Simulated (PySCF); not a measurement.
Species: `C[SiH2]c1ccc(C(C)=S)o1`. The columns A, B, C and D hold Mulliken, IAO, Hirshfeld and ESP-fitted charges (e) of one PBE0/pcSseg-1 density (PySCF), in a shuffled order. Coordinates in Å (GFN2-xTB); the density's dipole moment is (-3.47, -1.28, 0.95) D.

```csv
atom,x,y,z,A,B,C,D
C1,-2.733,-1.516,-0.287,-0.209,-0.628,-0.716,-0.474
Si2,-2.198,-0.430,1.174,+0.350,+0.697,+0.776,+0.539
C3,-0.723,0.600,0.619,-0.023,-0.056,-0.094,-0.200
C4,-0.461,1.953,0.630,-0.077,-0.114,-0.203,-0.054
C5,0.815,2.126,0.084,-0.057,-0.060,-0.165,-0.316
C6,1.274,0.858,-0.235,+0.046,+0.321,+0.138,+0.282
C7,2.500,0.430,-0.820,+0.031,-0.415,-0.045,+0.054
C8,2.690,-1.036,-1.024,-0.126,-0.132,-0.434,-0.270
S9,3.649,1.517,-1.254,-0.147,-0.080,-0.129,-0.248
O10,0.328,-0.055,0.098,-0.043,-0.404,-0.228,-0.093
H11,-3.567,-2.155,-0.014,+0.046,+0.143,+0.160,+0.126
H12,-3.043,-0.913,-1.137,+0.046,+0.146,+0.161,+0.133
H13,-1.920,-2.157,-0.618,+0.046,+0.148,+0.163,+0.112
H14,-3.249,0.510,1.569,-0.073,-0.093,-0.120,-0.119
H15,-1.780,-1.261,2.310,-0.075,-0.076,-0.120,-0.111
H16,-1.118,2.717,0.991,+0.062,+0.093,+0.171,+0.153
H17,1.351,3.040,-0.068,+0.059,+0.095,+0.188,+0.174
H18,2.614,-1.558,-0.070,+0.051,+0.139,+0.165,+0.109
H19,3.661,-1.233,-1.470,+0.045,+0.137,+0.167,+0.088
H20,1.906,-1.426,-1.674,+0.051,+0.139,+0.165,+0.114
```

Q: Which column most likely holds the ESP-fitted charges?

A: D. Σ q r misses the density's dipole by 0.12 D (D), 0.85 D (A), 1.17 D (C), 1.22 D (B). Charges fitted to the outside potential are the only set here that is tied to the molecule's multipoles.

Q: And the Hirshfeld charges?

A: A. The mean sizes are 0.083 e (A), 0.188 e (D), 0.206 e (B), 0.225 e (C), and Hirshfeld charges are commonly the smallest of these schemes.

As computed, A = Hirshfeld, B = Mulliken, C = IAO, D = ESP-fitted. Hydrogens on carbon: Hirshfeld +0.05 to +0.06, Mulliken +0.09 to +0.15, IAO +0.16 to +0.19, ESP-fitted +0.09 to +0.17 e.

The IAO scheme counts the electrons in orthogonalised intrinsic atomic orbitals, a minimal basis polarised so that it spans the occupied orbitals exactly. The Mulliken scheme counts on each atom the diagonal of the density matrix times the overlap matrix over that atom's basis functions.

Isolated species at its GFN2-xTB geometry (one conformer only).

Conformer computed: `[CH3:1][SiH2:2][c:3]1[cH:4][cH:5][c:6]([C:7]([CH3:8])=[S:9])[o:10]1`: C1–Si2–C3–C4 126°, C5–C6–C7–C8 179°.
